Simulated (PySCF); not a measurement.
silacyclobutane (C3H8Si), SMILES C1C[SiH2]C1.

Geometry: B3LYP-D3(BJ)/def2-SVP.

Two levels are set side by side: PBE/def2-TZVP (PySCF) and CAM-B3LYP/def2-TZVP (PySCF). Same geometry, gas phase. Differences are taken from unrounded values.

```
quantity                     CAM-B3LYP    PBE  PBE minus CAM-B3LYP
---------------------------  ---------  -----  -------------------
orbital gap (eV)                 10.48   6.17                -4.31
highest occupied level (eV)      -9.19  -6.61                 2.59
lowest empty level (eV)           1.28  -0.44                -1.73
dipole moment (D)                 0.40   0.56                 0.16
mean polarisability (bohr³)       60.6   63.1                  2.5
```

Without exact exchange PBE keeps part of each electron's self-repulsion, which lifts occupied levels and narrows the gap. Loosely held outer electrons make PBE densities more polarisable. Differences between two approximate levels are no errors against the true value.

Rough cost on one machine, each run with all the roots and properties that it gave: CAM-B3LYP against PBE within a factor of 2.
